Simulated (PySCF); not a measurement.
C₄H₉O (SMILES CCC[CH]O), doublet, geometry from GFN2-xTB (in this run its highest filled SCF level lies above zero, so its values depend strongly on the basis, on diffuse functions most of all). Base run: BLYP/STO-3G (PySCF).

Here is a job for PySCF.
```python
from pyscf import gto, scf, dft

mol = gto.M(
    atom='''
C     2.39287864   -0.22825278   -0.04182520
C     0.94472545   -0.38108691   -0.48518080
C     0.02179908    0.62178197    0.24243653
C    -1.39310057    0.50801669   -0.17086519
O    -2.15903748   -0.41259035    0.50925971
H     3.02825774   -0.94199644   -0.56186957
H     2.75476879    0.77485085   -0.25788138
H     2.48460822   -0.40246123    1.02792542
H     0.59718513   -1.39334774   -0.27242075
H     0.86967313   -0.21746926   -1.56246987
H     0.08492459    0.43710470    1.31592344
H     0.38065397    1.63339610    0.03535177
H    -1.69534850    0.76633321   -1.17424414
H    -3.03023866   -0.47844112    0.10821545
''',
    basis='sto-3g',
    spin=1,
    verbose=5,
)

mf = dft.UKS(mol)
mf.xc = 'blyp'
mf.kernel()
```

The base run was repeated with changes; each row names its change, and settings that it needs were set with it.

```json
[
 {"change": "base", "E (Eh)": "-229.90392", "HOMO (eV)": "0.09", "dipole (D)": "1.33", "<S^2>": "0.751", "core-seconds (rough)": "10"},
 {"change": "functional = m06l", "E (Eh)": "-229.98449", "HOMO (eV)": "-0.18", "dipole (D)": "1.37", "<S^2>": "0.753", "core-seconds (rough)": "20"},
 {"change": "functional = bp86", "E (Eh)": "-230.05154", "HOMO (eV)": "-0.05", "dipole (D)": "1.33", "<S^2>": "0.752", "core-seconds (rough)": "10"},
 {"change": "functional = hse06", "E (Eh)": "-229.83830", "HOMO (eV)": "-1.41", "dipole (D)": "1.29", "<S^2>": "0.753", "core-seconds (rough)": "30"},
 {"change": "functional = o3lyp", "E (Eh)": "-230.03553", "HOMO (eV)": "-0.89", "dipole (D)": "1.31", "<S^2>": "0.752", "core-seconds (rough)": "10"},
 {"change": "functional = bhandhlyp", "E (Eh)": "-229.94427", "HOMO (eV)": "-3.61", "dipole (D)": "1.27", "<S^2>": "0.754", "core-seconds (rough)": "9"},
 {"change": "functional = tpssh", "E (Eh)": "-230.12271", "HOMO (eV)": "-1.00", "dipole (D)": "1.29", "<S^2>": "0.753", "core-seconds (rough)": "20"},
 {"change": "functional = blyp; dispersion = d3bj", "E (Eh)": "-229.92297", "HOMO (eV)": "0.09", "dipole (D)": "1.33", "<S^2>": "0.751", "core-seconds (rough)": "9"},
 {"change": "functional = pbe; dispersion = d3bjm", "E (Eh)": "-229.76429", "HOMO (eV)": "0.06", "dipole (D)": "1.34", "<S^2>": "0.752", "core-seconds (rough)": "10"},
 {"change": "functional = pbe", "E (Eh)": "-229.75345", "HOMO (eV)": "0.06", "dipole (D)": "1.34", "<S^2>": "0.752", "core-seconds (rough)": "10"},
 {"change": "functional = pbe0; dispersion = d3bjm", "E (Eh)": "-229.82940", "HOMO (eV)": "-1.81", "dipole (D)": "1.29", "<S^2>": "0.753", "core-seconds (rough)": "9"},
 {"change": "functional = b3lyp; dispersion = d3bj", "E (Eh)": "-230.07249", "HOMO (eV)": "-1.53", "dipole (D)": "1.30", "<S^2>": "0.752", "core-seconds (rough)": "10"},
 {"change": "functional = x3lyp", "E (Eh)": "-229.94138", "HOMO (eV)": "-1.60", "dipole (D)": "1.29", "<S^2>": "0.752", "core-seconds (rough)": "10"}
]
```

Totals shift with the method and basis; they matter in differences.

Open shells are given as the SCF converged; they aren't shown to be the lowest states, and a large step between rows can be another state.
